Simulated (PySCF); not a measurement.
**Computed properties of MgF2, SMILES [F][Mg][F]**

MgF2, SMILES [F][Mg][F]. Geometry optimised at ωB97X-D3(BJ)/def2-TZVP. The isomer is the one that the SMILES or the coordinates give; other isomers of the formula were not compared. The values are those of a single conformer. All values are computed for the isolated molecule unless a solvent is named; none is compared with measurement here.

**Structure.** The optimised structure has D∞h symmetry. All 4 harmonic modes at ωB97X-D3(BJ)/def2-TZVP (PySCF) are real, so it is a minimum. With heavy atoms numbered as in [Mg:1]([F:2])[F:3], the shortest bond between them is Mg1–F2 at 1.753 Å and the longest Mg1–F3 at 1.753 Å.

**Vibrations.** The strongest infrared lines (harmonic, unscaled, degenerate partners summed) lie at 160 cm⁻¹ (274 km/mol, Mg 61 %, F 39 %), 875 cm⁻¹ (159 km/mol, Mg 61 %, F 39 %). The softest mode is at 160 cm⁻¹ and the zero-point energy is 2.5 kcal/mol.

**Electronic structure.** PBE0/def2-TZVPD (PySCF) places the frontier levels at -10.28 and -1.77 eV, a gap of 8.51 eV, and gives a dipole moment of 0.00 D and a mean polarisability of 18.0 bohr³. PBE/def2-TZVPD (PySCF) at the same geometry gives -8.35 and -2.54 eV, so its gap is 2.70 eV narrower. An orbital gap is neither the optical nor the fundamental gap.

**Excitations.** TDA-PBE0/def2-TZVPD (PySCF) has S1 at 6.91 eV (179 nm, f = 0.000, dark); the most intense of the 10 singlets computed lies at 7.05 eV (f = 0.16). Strengths of degenerate partners are summed. T1 (TDA) is at 6.70 eV, 0.21 eV under S1. TDA-PBE/def2-TZVPD (PySCF) puts S1 at 5.85 eV. No vertical singlet excitation falls in the visible range (under 3.1 eV).

**NMR.** GIAO shifts at KT2/pcSseg-2 (PySCF) (non-relativistic, atoms alike by connectivity averaged): ¹⁹F at -297.4 ppm against CFCl3.
